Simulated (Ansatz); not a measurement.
A run for Ansatz (a quantum-chemistry and plane-wave program): U-r2SCAN/cc-pVTZ on CH6BN (SMILES BNC), a point of a bond scan (R = 1.211 Å).

Ansatz 0.2 input:
```yaml
crystal:
  periodic: [false, false, false]
  atoms:
    - {symbol: B, position_ang: [-0.17377685, 0.16935935, 1.35984899]}
    - {symbol: H, position_ang: [-1.04662609, 0.51554608, 2.09587791]}
    - {symbol: H, position_ang: [0.90496525, -0.15002550, 1.76046960]}
    - {symbol: N, position_ang: [-0.42136335, 0.13750334, -0.00246435]}
    - {symbol: C, position_ang: [0.50465876, -0.25211116, -1.05318898]}
    - {symbol: H, position_ang: [-1.51413736, 0.46068747, -0.41258679]}
    - {symbol: H, position_ang: [0.67789059, 0.56736518, -1.75577805]}
    - {symbol: H, position_ang: [0.12956168, -1.11043727, -1.61689155]}
    - {symbol: H, position_ang: [1.45669201, -0.52592512, -0.60230554]}
basis:
  gaussian:
    orbitals: cc-pVTZ
hamiltonian:
  xc: {name: r2SCAN}
magnetization: {spin_polarized: true, initial_magnetization: 0}
```

Output:

```
WARN ansatz: RAYON_NUM_THREADS=1 ignored (pool sized by the plan → 1); use --threads N
Functional definition: r2SCAN
integrals: 0.06 GiB planned
911 factors; their error is unknown
mean field: 0.77 GiB planned
mean field evaluation 1: about -3292.4786 eV, gradient 4.1e1 eV
mean field evaluation 2: about -3277.6915 eV, gradient 6.8e1 eV
mean field evaluation 4: about -3300.2610 eV, gradient 3.4e0 eV
mean field evaluation 8: about -3300.2984 eV, gradient 2.8e-1 eV
mean field evaluation 16: about -3300.2986 eV, gradient 6.6e-5 eV
mean field -3300.29861225 eV, -121.2837369773 hartree, gradient 6.6e-5 eV, S^2 0.000000; 0 other end points of the search recorded, 0 dependent functions left out
reference -3300.29862562 eV, -121.2837374689 hartree; 12, 12 occupied and 162, 162 virtual orbitals, 911 factors
Total energy: -3300.29862562 eV, -121.2837374689 hartree
```

The calculation finished and met its thresholds.

Cost: roughly 6 core-seconds.
